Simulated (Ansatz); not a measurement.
Al₉N₉H₂₆⁺, a nanocrystal cut from wurtzite AlN (hydrogen-capped). Charge 1, multiplicity 2. Geometry PBE-D4/def2-SVP, that of the neutral singlet; atoms count from 1.

```tsv
atom	x (Å)	y (Å)	z (Å)
N1	-0.209	-3.103	0.891
Al2	1.332	-1.931	0.696
N3	1.803	-2.283	-1.217
Al4	0.155	0.194	2.462
N5	0.719	-0.141	0.610
Al6	2.167	1.063	0.407
Al7	1.827	-0.739	-2.380
N8	2.657	0.777	-1.512
N9	1.457	2.871	0.315
Al10	-1.631	-2.928	-0.464
Al11	-2.811	-0.784	1.625
N12	-1.699	0.692	2.262
N13	-2.113	-1.074	-0.210
Al14	-0.719	0.147	-0.558
N15	-0.041	-0.218	-2.378
Al16	-1.927	2.389	1.319
N17	-1.270	1.949	-0.502
Al18	0.082	3.213	-1.058
H19	0.088	-4.087	0.978
H20	-0.680	-2.890	1.796
H21	2.632	-2.321	1.535
H22	2.665	-2.846	-1.283
H23	1.041	-2.885	-1.598
H24	0.370	-1.240	3.189
H25	1.111	1.417	2.935
H26	3.523	0.873	1.227
H27	2.452	-1.051	-3.816
H28	3.681	0.795	-1.635
H29	2.293	1.606	-2.031
H30	0.987	3.094	1.217
H31	2.220	3.561	0.241
H32	-2.826	-3.969	-0.251
H33	-0.811	-3.062	-1.888
H34	-2.398	-2.124	2.450
H35	-4.363	-0.382	1.523
H36	-2.053	0.883	3.218
H37	-2.921	-0.875	-0.824
H38	-0.608	-0.968	-2.809
H39	-0.163	0.626	-2.962
H40	-0.844	3.449	1.912
H41	-3.467	2.829	1.212
H42	-2.095	2.087	-1.110
H43	0.784	2.651	-2.440
H44	-0.397	4.738	-1.094
```

Single mean-field runs in def2-TZVP are fitted with def2-universal-jkfit.

**Question.** Estimate the Mulliken populations of the heavy atoms from the PBE0/def2-TZVP orbitals of Ansatz.

**Answer.** 
```
atom  charge (e)  spin (α − β)
  N1       -0.49          0.00
 Al2        0.24          0.00
  N3       -0.51          0.00
 Al4        0.18          0.01
  N5       -0.17          0.01
 Al6        0.24          0.00
 Al7        0.38          0.00
  N8       -0.51          0.00
  N9       -0.49          0.00
Al10        0.26          0.01
Al11        0.25          0.03
 N12       -0.46          0.00
 N13       -0.36          0.00
Al14        0.06          0.01
 N15       -0.48          0.00
Al16        0.25          0.03
 N17       -0.36          0.00
Al18        0.26          0.01
```
Mulliken values depend strongly on the basis.

**Question.** Where does the spin sit?

**Answer.** Summed by element: N 0.03, Al 0.11, H 0.87, of 1 unpaired in all. Largest on single atoms: H35 0.13, H41 0.13, H34 0.12.

**Question.** And the Mayer bond orders between heavy atoms (over 0.3)?

**Answer.** N1–Al2 0.80 (1.94 Å); N1–Al10 0.70 (1.97 Å); Al2–N3 0.69 (2.00 Å); Al2–N5 0.82 (1.89 Å); N3–Al7 0.78 (1.93 Å); Al4–N5 0.73 (1.97 Å); Al4–N12 0.83 (1.93 Å); N5–Al6 0.82 (1.89 Å); N5–Al14 0.93 (1.88 Å); Al6–N8 0.69 (2.00 Å); Al6–N9 0.80 (1.94 Å); Al7–N8 0.78 (1.93 Å); Al7–N15 0.75 (1.94 Å); N9–Al18 0.70 (1.97 Å); Al10–N13 0.75 (1.93 Å); Al11–N12 0.78 (1.95 Å); Al11–N13 0.72 (1.98 Å); N12–Al16 0.78 (1.95 Å); N13–Al14 0.99 (1.89 Å); Al14–N15 0.82 (1.98 Å); Al14–N17 0.99 (1.89 Å); Al16–N17 0.72 (1.98 Å); N17–Al18 0.75 (1.93 Å).
